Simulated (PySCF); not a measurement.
**Si (silicon, neutral): UHF calculation**

Configuration: [Ne] 3s2 3p1 3d1, one real determinant (an excited configuration). Computed with PySCF 2.14 in aug-cc-pwCVDZ (6s5p3d, 36 functions), with the non-relativistic Hamiltonian (point nucleus).

| Quantity | Value |
| --- | --- |
| Total energy | -288.572320 hartree |
| One-electron energy | -398.9130 hartree |
| Hartree (Coulomb) energy | 130.5167 hartree |
| Exchange energy | -20.1760 hartree |
| Kinetic energy | 288.71930 hartree |
| ⟨S²⟩ | 2.0110 |
| ⟨L²⟩ | 8.036 |
| Sum of ⟨r⟩ | 15.59 bohr |
| Sum of ⟨r²⟩ | 40.48 bohr² |
| Traceless quadrupole moment −½Σ⟨3z² − r²⟩ along its main axis | 2.10 e·bohr² |
| Density at the nucleus (Gaussians lack the cusp) | 1720 bohr⁻³ |
| Spin density at the nucleus | -0.197 bohr⁻³ |
| Langevin diamagnetic susceptibility | -32.1 ×10⁻⁶ cm³/mol |

```json
{"shell": "1s α", "electrons": "1", "mean orbital energy (eV)": "-1876.1", "spread (eV)": "0", "rms radius, mean of both spins (bohr)": "0.129"}
{"shell": "1s β", "electrons": "1", "mean orbital energy (eV)": "-1875.9", "spread (eV)": "0", "rms radius, mean of both spins (bohr)": "0.129"}
{"shell": "2s α", "electrons": "1", "mean orbital energy (eV)": "-170.81", "spread (eV)": "0", "rms radius, mean of both spins (bohr)": "0.614"}
{"shell": "2s β", "electrons": "1", "mean orbital energy (eV)": "-170.65", "spread (eV)": "0", "rms radius, mean of both spins (bohr)": "0.614"}
{"shell": "2p α", "electrons": "3", "mean orbital energy (eV)": "-119.15", "spread (eV)": "0.362", "rms radius, mean of both spins (bohr)": "0.599"}
{"shell": "2p β", "electrons": "3", "mean orbital energy (eV)": "-118.82", "spread (eV)": "0.380", "rms radius, mean of both spins (bohr)": "0.599"}
{"shell": "3s α", "electrons": "1", "mean orbital energy (eV)": "-17.604", "spread (eV)": "0", "rms radius, mean of both spins (bohr)": "2.29"}
{"shell": "3s β", "electrons": "1", "mean orbital energy (eV)": "-14.999", "spread (eV)": "0", "rms radius, mean of both spins (bohr)": "2.29"}
{"shell": "3p α", "electrons": "1", "mean orbital energy (eV)": "-9.867", "spread (eV)": "0", "rms radius, mean of both spins (bohr)": "2.81"}
{"shell": "3d α", "electrons": "1", "mean orbital energy (eV)": "-0.132", "spread (eV)": "0", "rms radius, mean of both spins (bohr)": "4.37"}
```

⟨L²⟩ = 8.04 against 12 for a pure F term, so this real determinant mixes terms. The outer electron is Rydberg-like, and this basis confines it to a smaller radius and binds it less than a complete one would.

Spin-orbit constants ζ (cm⁻¹) from the X2C one-electron operator on these orbitals (non-relativistic here): bare nucleus, nucleus screened by l(l+1)(2l+1)/3 electrons, and screened by the Breit-Pauli mean field of the electrons.

```csv
shell,bare,screened nucleus,mean field
2p,3848,3299,3047
3p,190.7,163.4,147.7
3d,2.816,0.8045,0.2297
```

To first order the Landé constant is A = 24.69 cm⁻¹, so the lowest level has J = 2 and lies 0.0122 eV below the centre of the term. This holds in LS coupling only.
